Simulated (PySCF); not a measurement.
Acid–base and redox partners of C=[SiH2]. Isolated molecules, 0 K electronic values unless said otherwise. Strings in code marks are SMILES.

Calculation: PBE-D3(BJ)/def2-TZVP // B3LYP-D3(BJ)/def2-TZVP run with PySCF 2.14.0. 

| species | dipole moment (D) |
|---|---|
| neutral parent (`C=[SiH2]`) | 0.61 |
| proton added at C1 (`C[SiH2+]`) | – |
| H atom removed from C1 (`[CH]=[SiH2]`) | 0.65 |
| H atom removed from Si2 (`C=[SiH]`) | … |

Q: What belongs in the gaps?

A: 
- H atom removed from Si2 (`C=[SiH]`), dipole moment (D): 0.51
